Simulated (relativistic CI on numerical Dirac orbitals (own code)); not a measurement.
## Charge states of palladium

Computed by Dirac-Coulomb-Breit CI, separate exchange-only KLI orbitals for each configuration, model QED (radiative potential, 1s self-energy scaled to tabulated hydrogen-like ionisation energies), valence Slater integrals scaled by 0.9 (own radial code, finite nucleus).

Each species is treated in one configuration, given outside its closed core. Radial values are for the open shell of highest l, unscaled and averaged over j; ζ includes the Breit term. Labels give the leading LS character, summed over repeated terms.

```tsv
Ion	Configuration	Its lowest level	LS weight (%)	Next level	E (cm⁻¹)	ζ (cm⁻¹)	⟨r⟩ (bohr)	⟨r²⟩ (bohr²)
Pd	4d10	1S_0	100					
Pd⁺	4d9	2D_5/2	100	2D_3/2	3355.7	1347	1.449	2.551
Pd²⁺	4d8	?	?	?	?	?	?	?
Pd³⁺	4d7	4F_9/2	97	4F_7/2	2716.1	1633	1.304	2
Pd⁴⁺	4d6	5D_4	98	5D_3	2008.1	1786	1.251	1.825
Pd⁵⁺	4d5	6S_5/2	98	4G_5/2	28981	1942	1.206	1.685
Pd⁶⁺	4d4	5D_0	95	5D_1	912.92	2101	1.166	1.569
Pd⁷⁺	4d3	4F_3/2	97	4F_5/2	2375.8	2264	1.131	1.47
Pd⁸⁺	4d2	3F_2	96	3F_3	4404.6	2430	1.099	1.384
Pd⁹⁺	4d	2D_3/2	100	2D_5/2	6520.3	2600	1.07	1.309
Pd¹⁰⁺	3d10 4s2 4p6	1S_0	100					
Pd¹¹⁺	3d10 4s2 4p5	2P°_3/2	100	2P°_1/2	45517	30300	0.9236	0.9627
Pd¹²⁺	3d10 4s2 4p4	3P_2	84	3P_0	25102	31500	0.9098	0.9335
Pd¹³⁺	3d10 4s2 4p3	4S°_3/2	69	2D°_3/2	41039	32710	0.8965	0.906
Pd¹⁴⁺	3d10 4s2 4p2	3P_0	86	3P_1	36588	33940	0.8837	0.8802
Pd¹⁵⁺	3d10 4s2 4p	2P°_1/2	100	2P°_3/2	52876	35180	0.8715	0.856
Pd¹⁶⁺	3d10 4s2	1S_0	100					
Pd¹⁷⁺	3d10 4s	2S_1/2	100				0.8159	0.7466
Pd¹⁸⁺	3d10	1S_0	100					
Pd¹⁹⁺	3d9	2D_5/2	100	2D_3/2	45436	18130	0.3413	0.1373
Pd²⁰⁺	3d8	3F_4	97	J = 2 (mixed)	35141	18780	0.3359	0.1327
Pd²¹⁺	3d7	4F_9/2	86	4F_7/2	38501	19460	0.3307	0.1283
Pd²²⁺	3d6	5D_4	83	5D_2	27714	20150	0.3257	0.1242
Pd²³⁺	3d5	6S_5/2	86	J = 5/2 (mixed)	82369	20860	0.3208	0.1203
```

Fill in the row of Pd²⁺.

Its lowest level 3F_4; LS weight (%) 99; Next level 3F_3; E (cm⁻¹) 3054.9; ζ (cm⁻¹) 1486; ⟨r⟩ (bohr) 1.368; ⟨r²⟩ (bohr²) 2.228.

With one configuration, terms of near-neutral atoms and ions can be 10 to 25 % off, and close levels can change places.

At low charge ζ of a weakly bound d or f electron comes out too small.
